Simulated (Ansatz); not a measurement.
Cost and result for the atomization energy of C2Cl2FI, SMILES `F/C(Cl)=C(\Cl)I` (6 atoms, 5 bonds).

The species carries charge 0 and has multiplicity 1. Correlated methods include outer-core shells of I, which these sets cover unevenly. I takes the def2 core potential. The geometry is a stationary point of PBE0-D4/def2-TZVP. Program: Ansatz. All runs use 4 threads of an Arm Neoverse V1 on a shared host. Times are those of one run each, without the atoms' runs, and a repeat can differ threefold. Electronic energies, without spin–orbit coupling; frozen cores. CCSD(T)/CBS adds CCSD(T) − MP2 in def2-TZVPP to the MP2 limit, and its time is that of the two runs behind it. T1 = 0.011; the RHF reference is unstable towards UHF. With those shells the extrapolation isn't a true limit. B3LYP takes the VWN-RPA correlation (the form of Gaussian; ORCA's B3LYP/G).

CCSD(T)/CBS is a level of theory with its own doubt, some kJ/mol a heavy atom from the limit and from the frozen cores, so smaller differences don't rank the functionals.

```tsv
level	functions	wall time	atomization (kcal/mol)	difference from CCSD(T)/CBS	per bond
PBE-D4/def2-TZVPP (with forces)	227	3 s	515.5	37.5	7.5
PBE0-D4/def2-TZVPP	227	4.5 s	490.4	12.4	2.5
r2SCAN-D4/def2-TZVPP (with forces)	227	6.5 s	485.5	7.5	1.5
B3LYP-D4/def2-TZVPP (with forces)	227	7 s	471.6	-6.4	-1.3
B2PLYP/def2-TZVPP	227	8 s	467.2	-10.8	-2.2
ωB97X-V/def2-TZVPP	227	11 s	477.6	-0.4	-0.1
ωB97M-V/def2-TZVPP (with forces)	227	16 s	478.6	0.6	0.1
MP2/def2-QZVPP	393	25 s	502.8	24.8	5.0
CCSD(T)/def2-TZVPP	227	4.9 min	457.5	-20.5	-4.1
CCSD(T)/CBS(def2)	–	5.3 min	478.0	0.0	0.0
```

In def2-TZVPP, CCSD(T) changes the Hartree–Fock value by +168.8 kcal/mol (the triples alone add +18.8 kcal/mol) and MP2 by +202.0 kcal/mol; breaking electron pairs costs correlation energy, which Hartree–Fock lacks. The D4 term adds +9.9 kcal/mol with B3LYP and +5.1 kcal/mol with PBE0; it sums over pairs of atoms, weighted by their polarisabilities, and B3LYP, whose exchange is more repulsive, gets the larger term. From PBE to PBE0 (25 % exact exchange), in def2-TZVPP and without D4, the atomization energy moves by −24.2 kcal/mol: exact exchange takes away binding that semilocal exchange gives to molecules.

Spin–orbit coupling would lower the free I atoms strongly, and the atomization energy with them, by more than many differences here.
